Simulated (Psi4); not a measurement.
CH5O (SMILES C[OH2+]), charge +1, singlet, geometry from GFN2-xTB. Base run: B3LYP/6-31G (Psi4).

Psi4 was given this input:
```
memory 2 GB

molecule mol {
1 1
C    -0.019277    0.751129    0.000910
O    -0.019451   -0.710029    0.073094
H    -1.053935    1.084796    0.062118
H     0.899563   -1.056043    0.066199
H     0.525466    1.124354    0.866679
H     0.439888    1.112447   -0.918223
H    -0.539715   -1.092092   -0.666982
}

set {
  basis 6-31g
  reference rks
}

energy('b3lyp')
print_variables()
```

Each row names what was changed in the base input (with any setting that the change needs).

```
change                           ΔE vs base (mEh)  SCF cycles  grid points  basis functions
-------------------------------  ----------------  ----------  -----------  ---------------
base                                        0.000           7       151549               28
guess = huckel                              0.000           8       151549               28
dft_radial_scheme = multiexp                0.000           7       157730               28
level_shift = 0.3                           0.000           7       151549               28
scf_initial_accelerator = ediis             0.000           7       151549               28
dft_basis_tolerance = 1e-8                  0.000           7       150020               28
puream = false                              0.000           7       151549               28
d_convergence = 1e-4                        0.000           6       151549               28
scf_type = out_of_core                      0.019           7       151549               28
dft_nuclear_scheme = stratmann              0.003           7       140330               28
guess = core                                0.000          10       151549               28
dft_radial_points = 35                     -0.021           7        71993               28
df_basis_scf = cc-pvtz-jkfit                0.011           7       151549               28
```
